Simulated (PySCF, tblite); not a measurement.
Isomers of C4H11ClO2Si, one GFN2-xTB conformer each. Single-point energies are computed at PBE0/pcSseg-1 (PySCF, gas phase, no added dispersion term), electronic only.

```
               SMILES  GFN2-xTB relative energy (kJ/mol)
C[C@@H](CO)O[SiH2]CCl                               50.9
 CCO[C@H](CCl)O[SiH3]                                0.0
```

Conformers: `[CH3:1][C@@H:2]([CH2:3][OH:4])[O:5][SiH2:6][CH2:7][Cl:8]` with C1–C2–C3–O4 63°, C2–C3–O4–H 46°, C1–C2–O5–Si6 130°, C2–O5–Si6–C7 58°, O5–Si6–C7–Cl8 -63°; `[CH3:1][CH2:2][O:3][C@H:4]([CH2:5][Cl:6])[O:7][SiH3:8]` with C1–C2–O3–C4 -176°, C2–O3–C4–C5 -162°, O3–C4–C5–Cl6 72°, O3–C4–O7–Si8 37°.

What does PBE0/pcSseg-1 give for the same structures?

```tsv
SMILES	PBE0/pcSseg-1 E (Eh)	PBE0/pcSseg-1 (kJ/mol)	GFN2-xTB (kJ/mol)	point group
C[C@@H](CO)O[SiH2]CCl	-1058.52212	0.0	50.9	C1
CCO[C@H](CCl)O[SiH3]	-1058.51124	28.6	0.0	C1
```

GFN2-xTB puts CCO[C@H](CCl)O[SiH3] lowest instead. As drawn, the lower has an O–H bond and an Si–C bond, which the higher lacks.

Which frontier levels, dipoles and rotational constants go with these structures?

| SMILES | HOMO (eV, PBE0/pcSseg-1) | LUMO (eV) | dipole (D) | A, B, C (MHz) |
| --- | --- | --- | --- | --- |
| C[C@@H](CO)O[SiH2]CCl | -7.63 | 0.09 | 1.97 | 1886, 839.2, 741.6 |
| CCO[C@H](CCl)O[SiH3] | -8.17 | 0.27 | 1.86 | 1490, 968.8, 639.5 |

What happens when harmonic zero-point energies from GFN2-xTB frequencies are added?

```tsv
SMILES	ZPE (kJ/mol)	electronic (kJ/mol)	with ZPE (kJ/mol)
C[C@@H](CO)O[SiH2]CCl	381.5	0.0	0.0
CCO[C@H](CCl)O[SiH3]	375.6	28.6	22.7
```

The zero-point energies span 5.9 kJ/mol. The order is unchanged.

As an exercise, what shares would exp(−E/RT) give at 2000 K from these electronic energies alone (no entropy, no degeneracies)?

RT = 16.629 kJ/mol: C[C@@H](CO)O[SiH2]CCl 84.8 %, CCO[C@H](CCl)O[SiH3] 15.2 %.
